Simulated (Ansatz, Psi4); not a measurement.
Ansatz (an electronic-structure program) was given this input:
Ansatz 0.2 input:
```yaml
crystal:
  periodic: [false, false, false]
  atoms:
    - {symbol: C, position_ang: [-1.03860759, 1.91419682, -0.31567996]}
    - {symbol: O, position_ang: [0.08360885, 1.15555103, -0.21099941]}
    - {symbol: B, position_ang: [0.16433080, -0.19085505, 0.08112936]}
    - {symbol: O, position_ang: [-0.84249619, -1.08808423, -0.04347704]}
    - {symbol: C, position_ang: [-2.15255182, -0.80219006, -0.48384119]}
    - {symbol: C, position_ang: [-3.14863721, -0.91003125, 0.66545088]}
    - {symbol: O, position_ang: [1.35424095, -0.70729493, 0.47196496]}
    - {symbol: C, position_ang: [2.51842351, 0.08727200, 0.60970967]}
    - {symbol: C, position_ang: [3.19776692, 0.33070359, -0.73294727]}
    - {symbol: H, position_ang: [-0.94254242, 2.75033820, -0.98649515]}
    - {symbol: H, position_ang: [-1.67756914, 1.99470746, 0.54920480]}
    - {symbol: H, position_ang: [-2.18804327, 0.21363643, -0.91784588]}
    - {symbol: H, position_ang: [-2.39126407, -1.53617266, -1.26196574]}
    - {symbol: H, position_ang: [-2.91693798, -0.17737960, 1.43467962]}
    - {symbol: H, position_ang: [-3.09613747, -1.90117913, 1.10776057]}
    - {symbol: H, position_ang: [-4.15602718, -0.73392545, 0.29805269]}
    - {symbol: H, position_ang: [2.26380272, 1.04683893, 1.07499839]}
    - {symbol: H, position_ang: [3.18175628, -0.47177334, 1.27714326]}
    - {symbol: H, position_ang: [2.53240319, 0.89213664, -1.38339001]}
    - {symbol: H, position_ang: [3.43240031, -0.61839350, -1.20752078]}
    - {symbol: H, position_ang: [4.11531342, 0.89435972, -0.58632963]}
basis:
  gaussian:
    orbitals: STO-3G
hamiltonian:
  xc: blyp
magnetization: {spin_polarized: true, initial_magnetization: 1}
accuracy: high
```

### Question
Give the equivalent Psi4 input.

### Answer
One answer among several that fit: 
```
memory 2 GB

molecule {
0 2
  C    -1.03860759    1.91419682   -0.31567996
  O     0.08360885    1.15555103   -0.21099941
  B     0.16433080   -0.19085505    0.08112936
  O    -0.84249619   -1.08808423   -0.04347704
  C    -2.15255182   -0.80219006   -0.48384119
  C    -3.14863721   -0.91003125    0.66545088
  O     1.35424095   -0.70729493    0.47196496
  C     2.51842351    0.08727200    0.60970967
  C     3.19776692    0.33070359   -0.73294727
  H    -0.94254242    2.75033820   -0.98649515
  H    -1.67756914    1.99470746    0.54920480
  H    -2.18804327    0.21363643   -0.91784588
  H    -2.39126407   -1.53617266   -1.26196574
  H    -2.91693798   -0.17737960    1.43467962
  H    -3.09613747   -1.90117913    1.10776057
  H    -4.15602718   -0.73392545    0.29805269
  H     2.26380272    1.04683893    1.07499839
  H     3.18175628   -0.47177334    1.27714326
  H     2.53240319    0.89213664   -1.38339001
  H     3.43240031   -0.61839350   -1.20752078
  H     4.11531342    0.89435972   -0.58632963
}

set basis sto-3g
set reference uks
set scf_type pk
set puream true
set d_convergence 1e-8
set dft_radial_points 99
set dft_spherical_points 590

energy('blyp')
print_variables()
```

Both were run: Ansatz gave -442.314165 Eh and Psi4 -442.314165 Eh, 0.000 mEh apart.
